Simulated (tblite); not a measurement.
Isomers of [C5H5F3O2]+ (charge +1 and doublet state). All values are computed: GFN2-xTB (tblite) harmonic vibrations without scaling, gas phase. This tight-binding method is rough: wavenumbers can miss measured ones by several per cent, in bad cases by 10 to 20. One conformer each. Open shells enter through the occupations alone, without spin polarisation, and single modes of such species can be off by tens of per cent.

Electronic energies: GFN2-xTB at the same geometries; isomer energies are rough at this level and their order can be wrong.

```
                       SMILES  electronic energy, lowest = 0 (kcal/mol)
  [O+]=C([C@@H]1CCO1)C(F)(F)F                                      20.0
C[C@@H](C(=O)O)[C+](F)[C](F)F                                       0.0
      CC(=O)O[C+](F)[CH]C(F)F                                       5.2
```

Question: How do GFN2-xTB zero-point energies change the relative energies?

Answer: 
```
                       SMILES  ZPE (kcal/mol)  of it from modes above 1550 cm⁻¹  electronic (kcal/mol)  with ZPE, lowest = 0 (kcal/mol)  lowest mode (cm⁻¹)  rings
C[C@@H](C(=O)O)[C+](F)[C](F)F            59.4                              26.7                    0.0                              0.0                  22      0
      CC(=O)O[C+](F)[CH]C(F)F            57.3                              23.9                    5.2                              3.1                  19      0
  [O+]=C([C@@H]1CCO1)C(F)(F)F            59.3                              23.5                   20.0                             20.0                  32      1
```

The zero-point energies span 2.1 kcal/mol, from `CC(=O)O[C+](F)[CH]C(F)F` to `C[C@@H](C(=O)O)[C+](F)[C](F)F`. The order is unchanged.
